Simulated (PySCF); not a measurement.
C4H8SSeSi2, SMILES [SeH][SiH2][SiH2]c1cccs1, singlet (GFN2-xTB optimised geometry):

```
16

Se    -1.714    -4.273    -0.132
Si    -0.332    -2.431    -0.132
Si    -1.608    -0.495     0.005
C     -0.412     0.942     0.000
C      0.954     0.942     0.000
C      1.523     2.233     0.000
C      0.581     3.211     0.000
S     -1.011     2.570     0.000
H     -2.581    -3.822    -1.179
H      0.517    -2.747     1.017
H      0.503    -2.584    -1.328
H     -2.524    -0.338    -1.136
H     -2.433    -0.411     1.219
H      1.535     0.036     0.000
H      2.581     2.423    -0.001
H      0.722     4.273    -0.001
```

Computed with PySCF with PBE/def2-TZVP.

### Question
What are the frontier orbital energies and the dipole moment?

### Answer
HOMO-2 -6.43 eV, HOMO-1 -6.08 eV, HOMO -5.73 eV, LUMO -1.81 eV, LUMO+1 -1.54 eV; dipole moment 1.93 D.

Meta-Löwdin charges at PBE/def2-TZVP: Se1 -0.23, Si2 0.25, Si3 0.35, C4 -0.35, C5 -0.14, C6 -0.15, C7 -0.26, S8 0.31, H9 0.07, H10 -0.05, H11 -0.06, H12 -0.07, H13 -0.06, H14 0.13, H15 0.14, H16 0.15.
